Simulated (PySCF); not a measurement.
PySCF input file for CH₉NSi₄, SMILES [SiH3][Si@H]1[SiH2]C=N[SiH2]1, SMD-M06-2X/def2-SVP. Geometry: PBE-D3(BJ)/def2-SVP. The structure was generated by enumeration; whether it is a known compound was not checked.

```python
import numpy as np
from pyscf import gto, scf, dft
from pyscf.solvent import smd

mol = gto.M(
    atom='''
    Si   -2.48696960   -0.95036491   -0.53176576
    Si   -0.71971484   -0.15941638    0.78702244
    Si    1.27844787   -1.31144227    0.31819004
    C     2.30575941    0.16074104   -0.44596684
    N     1.87559876    1.36111191   -0.57554141
    Si    0.23345871    1.84924337   -0.05399936
    H    -2.89538898   -2.34528086   -0.13929087
    H    -2.01891774   -0.96700025   -1.96306358
    H    -3.68948548   -0.05022209   -0.42781127
    H    -1.03217302   -0.12400465    2.25924058
    H     2.00354672   -1.88013709    1.51139680
    H     1.14882353   -2.40800045   -0.70917570
    H     3.34575143   -0.05754967   -0.79989127
    H     0.37781794    2.94881094    0.96113289
    H    -0.47683198    2.39887679   -1.26020935
    ''',
    basis='def2-SVP',
    charge=0,
    spin=0,
    max_memory=1600,
    verbose=3,
)
mf = dft.RKS(mol, xc='m06-2x').density_fit(auxbasis='def2-universal-jkfit')
mf.grids.level = 4
mf.conv_tol = 1e-9
mf.max_cycle = 100
mf.kernel()
res = {}
for name in ['water', 'acetone', 'tetrahydrofuran']:
    s = mf.SMD()
    s.with_solvent.solvent, s.with_solvent.sasa_ng = name, 194
    s.kernel(mf.make_rdm1())
    res[name] = (s.e_tot, s.with_solvent.get_cds(), s.dip_moment(), s.mo_energy, s.converged)
    print(f'SMD {name}: dG(solv) = {(s.e_tot - mf.e_tot) * 627.509474:.3f} kcal/mol, of which CDS {res[name][1] * 627.509474:.3f}')
```

Program output:

```
converged SCF energy = -1255.66626926078
converged SCF energy = -1255.66206502096
Dipole moment(X, Y, Z, Debye): -0.63778, -1.65751,  0.79615
SMD water: dG(solv) = 2.638 kcal/mol, of which CDS 5.721
converged SCF energy = -1255.66978753399
Dipole moment(X, Y, Z, Debye): -0.63255, -1.61931,  0.78260
SMD acetone: dG(solv) = -2.208 kcal/mol, of which CDS 0.683
converged SCF energy = -1255.66861713133
Dipole moment(X, Y, Z, Debye): -0.62076, -1.53764,  0.75300
SMD tetrahydrofuran: dG(solv) = -1.473 kcal/mol, of which CDS 1.001
```

The run converged.

Cost: roughly 4 core-minutes.
